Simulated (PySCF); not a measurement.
## Exercise with solution: dipole moment from atomic charges

Se(Br)(SH) (BrHSSe), SMILES S[Se]Br. Atoms are numbered in the order given.

```xyz
4

Se    -0.4327    -0.0715     0.8535
Br     1.3139     0.6335    -0.6104
S     -1.8724    -1.0884    -0.4517
H     -1.3165    -2.3283    -0.4281
```

The structure is a stationary point at B3LYP-D3(BJ)/def2-SVP. The values are those of a single conformer.

Charges (e) from ωB97X/def2-TZVPD run with PySCF:

```tsv
atom	ESP fit	IAO
Se1	0.069	0.188
Br2	-0.106	-0.179
S3	-0.120	-0.112
H4	0.157	0.103
```

The dipole moment of the full density is 1.55 D.

Question: What dipole moment does each set of point charges give, and which comes closer to that of the density?

Answer: 
μ = Σ q r, and 1 e Å = 4.8032 D.
ESP fit: Σ q r = (-0.151, -0.307, 0.111) e Å, |μ| = 1.73 D.
IAO: Σ q r = (-0.242, -0.245, 0.276) e Å, |μ| = 2.12 D.
ESP fit comes closer in size. Point charges leave out the atoms' own dipoles (lone pairs, polarised bonds); fits to the potential absorb them, partitions of the density don't.
